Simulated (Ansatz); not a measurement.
C2H6BClOSi, SMILES `C=C(O)B([SiH3])Cl`. Total charge 0; spin multiplicity 1. All single points use the PBE0-D4/def2-TZVP geometry. It is one conformer, not always the lowest.

```xyz
12

C     0.850   -1.355    1.527
C     0.124   -0.500    0.797
O    -1.047    0.051    1.227
B     0.519   -0.022   -0.630
Si   -0.646    1.284   -1.643
Cl    1.991   -0.623   -1.360
H     1.771   -1.756    1.127
H     0.553   -1.672    2.523
H    -1.255   -0.268    2.112
H    -2.008    0.711   -1.828
H    -0.777    2.551   -0.871
H    -0.076    1.599   -2.981
```

What is the dipole moment at PBE/def2-TZVPP? (Estimate.)

Ansatz gave: 2.52 D, with components (-0.20, -1.05, 2.28) D in this frame, pointing from negative to positive charge.

And with r2SCAN, B3LYP, ωB97M-V? (Estimate.)

Computed: r2SCAN 2.54 D, B3LYP 2.52 D, ωB97M-V 2.44 D.

Give the Mulliken charges with PBE, r2SCAN, ωB97M-V in def2-TZVPP. (An estimate is asked.)

The calculation gave: 
```tsv
atom	PBE	r2SCAN	ωB97M-V
C1	-0.18	-0.16	-0.20
C2	0.13	0.12	0.17
O3	-0.25	-0.31	-0.28
B4	0.16	0.18	0.10
Si5	0.06	0.16	0.03
Cl6	-0.10	-0.12	-0.09
H7	0.08	0.08	0.09
H8	0.07	0.06	0.09
H9	0.18	0.20	0.17
H10	-0.05	-0.07	-0.02
H11	-0.05	-0.07	-0.02
H12	-0.06	-0.08	-0.03
```

B3LYP here is the variant with VWN-RPA as its local correlation; programs differ in this.
